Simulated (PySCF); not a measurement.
**Pd: electron affinity**

Pd- [Kr] 4d10 5s1 [5s1/2^1, M_J = 1/2] → Pd [Kr] 4d10, as a difference of total energies. Calculation: PySCF 2.14, in x2c-SVPall-2c with one added diffuse shell each of s, p, d type (7s9p7d1f, 76 functions); the two-component X2C-1e Hamiltonian. Correlated levels: [Ar] 3d10 frozen; the 6 highest virtual spinors dropped. "Screened" scales the spin-orbit matrix elements by Boettger's factors to mimic the two-electron term; Breit and QED terms are absent.

| method | electron affinity (eV) | error (eV) |
| --- | --- | --- |
| GHF (spin-free) | -0.241 | -0.803 |
| GMP2 (spin-free) | 0.117 | -0.445 |
| GHF (screened spin-orbit) | -0.240 | -0.802 |
| GMP2 (screened spin-orbit) | 0.120 | -0.442 |

Reference: 0.562 eV (measured; photodetachment measurements, as compiled on the Wikipedia data page of electron affinities).

Errors of the correlated levels include the incompleteness of this basis and the frozen core.

A negative affinity means that the anion lies above the atom at that level of theory.
